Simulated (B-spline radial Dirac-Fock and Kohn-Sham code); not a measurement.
**Elastic and transport cross sections of praseodymium for electrons**

These are calculated numbers from a B-spline atomic structure program; the model is relativistic (Dirac) partial waves in the static field of the Dirac-Fock atom with Furness-McCarthy exchange, without polarisation or absorption potentials. σ_tr1 and σ_tr2 weight the cross section with 1 − P₁ and 1 − P₂ of cos θ; "backward" is the share scattered beyond 90°.

```csv
energy (eV),σ (a₀²),σ_tr1 (a₀²),σ_tr2 (a₀²),σ/σ_tr1,backward (%)
1000,13.4,2.33,2.13,5.74,7.6
1090,12.8,2.13,1.98,6.02,7.1
1150,12.4,2.01,1.89,6.20,6.8
1500,10.8,1.48,1.50,7.30,5.4
1730,10.0,1.25,1.33,8.02,4.8
1950,9.36,1.07,1.19,8.71,4.3
2000,?,?,?,?,?
2070,9.06,0.997,1.13,9.09,4.1
2470,8.22,0.796,0.957,10.3,3.5
3000,7.37,0.616,0.791,12.0,2.9
3070,7.27,0.597,0.773,12.2,2.9
3080,7.26,0.595,0.770,12.2,2.9
3440,6.82,0.513,0.688,13.3,2.6
3670,6.57,0.469,0.643,14.0,2.4
3810,6.43,0.446,0.618,14.4,2.3
3900,6.34,0.432,0.603,14.7,2.3
3910,6.33,0.430,0.602,14.7,2.3
5000,5.48,0.305,0.459,17.9,1.8
5200,5.35,0.289,0.439,18.5,1.7
```

Problem. Fill in the row for 2 keV.

Solution. σ = 9.23 a₀², σ_tr1 = 1.04 a₀², σ_tr2 = 1.16 a₀², σ/σ_tr1 = 8.87, backward 4.2 %. The ratio σ/σ_tr1 is roughly the number of elastic collisions that randomise the direction.
